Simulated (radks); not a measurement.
These are the eigenvalues of the occupied orbitals of an atom or ion with whole-number occupations (hartree). Calculated with a radial shooting solver on a logarithmic mesh with Libxc functionals: Dirac Kohn-Sham, LDA (Slater exchange, Perdew-Wang correlation), spin-unpolarised, spherical densities, point nucleus.

orbital  eigenvalue
1s1/2     -2552.160
2s1/2     -443.5138
2p1/2     -424.3944
2p3/2     -374.7355
3s1/2     -105.1736
3p1/2     -96.64785
3p3/2     -85.91210
3d3/2     -71.51906
3d5/2     -69.18277
4s1/2     -24.76182
4p1/2     -21.22527
4p3/2     -18.71419
4d3/2     -12.89340
4d5/2     -12.42818
5s1/2      -6.46580
5p1/2      -5.34684
4f5/2      -5.10701
4f7/2      -5.02008
5p3/2      -4.91363

Which element is it, and in what charge state? The configuration may be excited. Open shells, if any, fill j = l - 1/2 first.

Answer. Z = 74, tungsten, charge +7: W7+ in [Xe] 4f13. The list shows which subshells hold electrons but not how many an open one holds; the 1s level, -2552.2 hartree, gives Z - s = 71.4 by -(Z - s)^2/2, which with screening and relativity narrows Z to a few neighbours, and the depths of the outer levels then fix element, charge and occupations together.
